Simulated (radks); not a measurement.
The tellurium anion Te2-, [Xe], held by a Watson sphere: a shell of charge +2 at radius R that stands for the Madelung well of a crystal (potential energy -2/R inside, -2/r outside, in hartree with lengths in bohr). All-electron calculation, scalar-relativistic Kohn-Sham, LDA (Slater exchange, Perdew-Wang correlation), spin-polarised, spherical densities, point nucleus. Program: a radial shooting solver on a logarithmic mesh with Libxc functionals. Response by self-consistent Sternheimer equations with the Hartree and adiabatic LDA kernel, the relativistic mass of each level held fixed and spin-orbit coupling left out. The sphere does not respond.

R (bohr)  e(4d) (eV)  e(5s) (eV)  e(5p) (eV)  <r> 5p (bohr)  sum of <r^2> (bohr^2)  X-ray form factor at sin(theta)/lambda = 0.1 1/angstrom  alpha (bohr^3)
2.44         -41.101     -16.539      -7.484          2.610                  76.23                                                   49.344           41.89
2.76         -40.463     -15.795      -7.051          2.693                  79.69                                                   49.204           48.28
3.79         -39.225     -13.888      -5.555          2.935                  90.45                                                   48.840           78.22
4.64         -38.435     -12.763      -4.464          3.094                  98.44                                                   48.645           114.7

Estimate the row for R = 5.71 bohr.

Answer. e(4d) (eV) -37.594; e(5s) (eV) -11.722; e(5p) (eV) -3.370; <r> 5p (bohr) 3.251; sum of <r^2> (bohr^2) 107.6; X-ray form factor at sin(theta)/lambda = 0.1 1/angstrom 48.497; alpha (bohr^3) 180.4.
